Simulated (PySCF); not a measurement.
# Substituent effects on chemical shifts

Parent skeleton `[CH3:1][CH:2]([F:3])[SiH2:4][N:5]([CH3:6])[CH3:7]`; one hydrogen on atom 1 is replaced by X. Hydrogens on one atom are averaged.

PySCF calculation with NMR shieldings at PBE0/pcSseg-1/GIAO and structure optimised with GFN2-xTB; isolated molecule, one computed conformer, non-relativistic, fast rotation and ring inversion assumed for equivalent nuclei.

Scale: $^{13}$C (186.93 ppm), $^{29}$Si (349.16 ppm), $^{1}$H (31.72 ppm) against TMS; CFCl3 for $^{19}$F (170.95 ppm); $^{15}$N (267.73 ppm) vs NH3 (reference shieldings calculated alike).

(1) Give δ (ppm) for X = propynyl, CH2CN, CH2F, vinyl, CH2SiH3, ethynyl.

(2) Which position responds most, and to which substituents?

Results:

(1) 
```
       X                        SMILES    C1    C2      F3    Si4    N5  C6/C7  H(C1)  H(C2)  H(Si4)
propynyl      CC#CC[C@H](F)[SiH2]N(C)C  24.3  92.6  -242.2  -29.9  16.1   41.5   2.83   4.99    4.86
   CH2CN     CN(C)[SiH2][C@@H](F)CCC#N  33.8  91.1  -264.8  -31.1  13.2   41.5   1.99   5.06    4.82
    CH2F       CN(C)[SiH2][C@@H](F)CCF  39.9  91.0  -253.7  -28.9  17.7   40.9   2.09   5.14    4.68
   vinyl       C=CC[C@H](F)[SiH2]N(C)C  41.6  96.5  -253.7  -28.5  14.9   41.1   2.29   4.85    4.67
 CH2SiH3  CN(C)[SiH2][C@@H](F)CC[SiH3]  35.6  95.8  -253.3  -29.3  13.1   41.2   1.91   5.16    4.85
 ethynyl       C#CC[C@H](F)[SiH2]N(C)C  23.8  92.3  -240.5  -30.3  16.0   41.4   2.84   5.02    4.88
```

(2) F3: from -264.8 ppm with CH2CN to -240.5 ppm with ethynyl.

Unscaled 19F shifts against computed CFCl3 carry errors that often reach 10 to 50 ppm. Experimental scales use liquid or dissolved standards, which lie at an offset from isolated NH3 (liquid NH3: subtract about 20 ppm).
